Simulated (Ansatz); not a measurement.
Computed with Ansatz on PBE0-D4/def2-TZVP structures; ΔE is electronic, products minus reactants. CCSD(T)/CBS is the MP2 limit (def2-TZVPP, def2-QZVPP) plus CCSD(T) − MP2 in def2-TZVPP, frozen cores. DFT in def2-TZVPP. B3LYP here is the variant with VWN-RPA as its local correlation; programs differ in this. One conformer a species, not always the lowest.

Consider the formal exchange of groups at the Si–C bond: `C[SiH2]C(F)(F)Cl` + `CO[SiH2][AlH2]` → `C[SiH2][SiH2][AlH2]` + `COC(F)(F)Cl`.

**Question.** Is it downhill or uphill in electronic energy at CCSD(T)/CBS, and by how much? (Best estimate.)

**Answer.** Ansatz gave: Uphill: ΔE = +16.7 kcal/mol.

**Question.** What do these levels give: PBE0, B3LYP, CCSD(T)/def2-TZVPP, MP2/def2-QZVPP, HF/CBS(def2), MP2/CBS(def2)? (Estimate.)

**Answer.** The calculation gave: PBE0 11.8, B3LYP 17.6, CCSD(T)/def2-TZVPP 15.0, MP2/def2-QZVPP 18.2, HF/CBS(def2) 18.7, MP2/CBS(def2) 18.8 kcal/mol.

Largest T1 diagnostic among the species: 0.012.

In def2-TZVPP, CCSD(T) changes the Hartree–Fock value by −3.0 kcal/mol (the triples alone add −0.7 kcal/mol) and MP2 by −1.0 kcal/mol.
